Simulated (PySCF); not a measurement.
SbFBr₂, SMILES [F][Sb]([Br])[Br]. Atoms are numbered in the order given.

```xyz
4

Sb     0.3713    -0.7817     0.0000
F     -1.3468    -1.6617     0.0000
Br    -0.0974     0.7831    -1.9051
Br    -0.0974     0.7831     1.9051
```
Charge 0, spin multiplicity 1.

The structure is a stationary point at PBE0-D3(BJ)/def2-SVP. The def2 effective core potentials stand for the cores of Sb; spin–orbit coupling is left out.

Calculation: PBE/def2-TZVP (PySCF).

Symmetry labels are those of the subgroup Cs that the program uses (full group Cs).

### Question
List the valence orbital energies around the gap with their symmetry. (Estimate from the structure and the level; the computed values follow.)

### Answer

```json
[
 {"orbital": "HOMO−7", "symmetry": "A\"", "energy (eV)": "-10.24"},
 {"orbital": "HOMO−6", "symmetry": "A'", "energy (eV)": "-9.98"},
 {"orbital": "HOMO−5", "symmetry": "A\"", "energy (eV)": "-9.07"},
 {"orbital": "HOMO−4", "symmetry": "A'", "energy (eV)": "-8.36"},
 {"orbital": "HOMO−3", "symmetry": "A'", "energy (eV)": "-7.83"},
 {"orbital": "HOMO−2", "symmetry": "A\"", "energy (eV)": "-7.52"},
 {"orbital": "HOMO−1", "symmetry": "A\"", "energy (eV)": "-7.35"},
 {"orbital": "HOMO", "symmetry": "A'", "energy (eV)": "-7.32"},
 {"orbital": "LUMO", "symmetry": "A'", "energy (eV)": "-2.92"},
 {"orbital": "LUMO+1", "symmetry": "A\"", "energy (eV)": "-2.73"},
 {"orbital": "LUMO+2", "symmetry": "A'", "energy (eV)": "-2.45"},
 {"orbital": "LUMO+3", "symmetry": "A\"", "energy (eV)": "2.00"}
]
```
